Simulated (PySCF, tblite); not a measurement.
A set of runs on `C/N=C\C#CB([AsH2])C#N`; the geometry of each is named by its level. Settings lines and outputs come from a driver script.

Compound: C5H6AsBN2.
SMILES with atom numbers: `[CH3:1]/[N:2]=[CH:3]\[C:4]#[C:5][B:6]([AsH2:7])[C:8]#[N:9]` (hydrogens: H10, H11, H12 on C1; H13 on C3; H14, H15 on As7)

Step 1: GFN2-xTB geometry optimisation, gas phase (tblite 0.8.0) (from a force-field or distance-geometry start)
```json
{"job": {"kind": "relax", "xc": "GFN2-xTB", "basis": "xTB"}, "charge": 0, "multiplicity": 1}
```
```
step      E/eV     max force
  0    -625.99630    3.900
  1    -626.09823    5.999
  2    -626.51968    2.536
...
141    -627.40379    0.059
142    -627.40386    0.019
143    -627.40392    0.017
144    -627.40396    0.012
145    -627.40398    0.007
```

Energy lowered by 32.5 kcal/mol over 145 steps; largest atomic force 0.007 eV/Å at the end. «max force» is the largest atomic force in eV/Å.

On one thread of an AMD EPYC 9R45, shared host with 96 logical CPUs at a one-minute load of 25, this took 0.6 s.

Step 2: GFN2-xTB harmonic vibrations, gas phase (tblite 0.8.0) (on the GFN2-xTB geometry)
```json
{"job": {"kind": "ir", "xc": "GFN2-xTB", "basis": "xTB"}, "charge": 0, "multiplicity": 1}
```
```
(table of modes left out)
```

39 modes from 22 to 2998 cm⁻¹ (unscaled, harmonic); zero-point energy 58.5 kcal/mol; all wavenumbers are real at this level.

Hardware: one thread, AMD EPYC 9R45 (x86_64), no GPU, shared host with 96 logical CPUs at a one-minute load of 25. Cost: 0.33 s of wall time.

Step 3: TDDFT wB97X-D/def2-SVPD, vertical, gas phase, core orbitals frozen in the response (PySCF 2.14.0, density-fitted response routines) (on the GFN2-xTB geometry)
```json
{"job": {"kind": "uv", "xc": "wB97X-D", "basis": "def2-SVPD", "nstates": 8, "ntriplets": 3}, "charge": 0, "multiplicity": 1}
```
```
...
Static polarisability (au): isotropic 127.145, principal 93.144 112.702 175.588
Singlet excitations
state   eV       nm        f      main configurations
  1   3.3693    368.0   0.01727   H->L 0.88
  2   4.3039    288.1   0.05019   H-2->L 0.78
  3   4.3806    283.0   0.00142   H-1->L+1 0.77, H-1->L 0.14
  4   4.7917    258.7   0.00330   H-1->L 0.69, H-1->L+1 0.14
  5   4.9100    252.5   0.02038   H-3->L 0.58, H->L+1 0.12, H-1->L 0.10
  6   5.3017    233.9   0.07737   H-4->L 0.66, H->L+1 0.09
  7   5.6394    219.9   0.18889   H-3->L+1 0.42, H->L+1 0.32
  8   5.9870    207.1   0.78118   H->L+1 0.26, H-3->L+1 0.20, H-3->L 0.17
Triplet excitations (Tamm-Dancoff, eV): 2.9760 3.6683 3.6731
```

HOMO -9.56 eV, LUMO -1.76 eV; lowest singlet 3.37 eV; lowest triplet 2.98 eV (Tamm–Dancoff); mean polarisability 127.1 au.

The run took 2.5 min of wall time (with the writing of density and orbital grids) on an AMD EPYC with one thread, on a shared host, and the process peaked at 1.2 GiB of memory.

Geometry of the electronic-property runs (GFN2-xTB):
```
atom  x, y, z in Å
C1    -2.9165    0.4201    0.3853
N2    -2.3452    0.8472    1.6226
C3    -1.1059    0.7487    1.8504
C4    -0.1014    0.2388    0.9981
C5     0.7431   -0.2192    0.2464
B6     1.7871   -0.7287   -0.6761
As7    2.5184    0.3990   -2.1825
C8     2.2503   -2.1660   -0.5674
N9     2.6393   -3.2472   -0.5201
H10   -2.1894    0.0598   -0.3536
H11   -3.6337   -0.3731    0.6044
H12   -3.4759    1.2602   -0.0298
H13   -0.7532    1.0932    2.8196
H14    3.9459    0.0343   -1.8981
H15    2.6328    1.6409   -1.3439
```

 (This holds for the electronic-property runs.)

One conformer stands for the species.

Note: wB97X-D ran without an empirical dispersion term, which enters the total energy and its gradient alone.
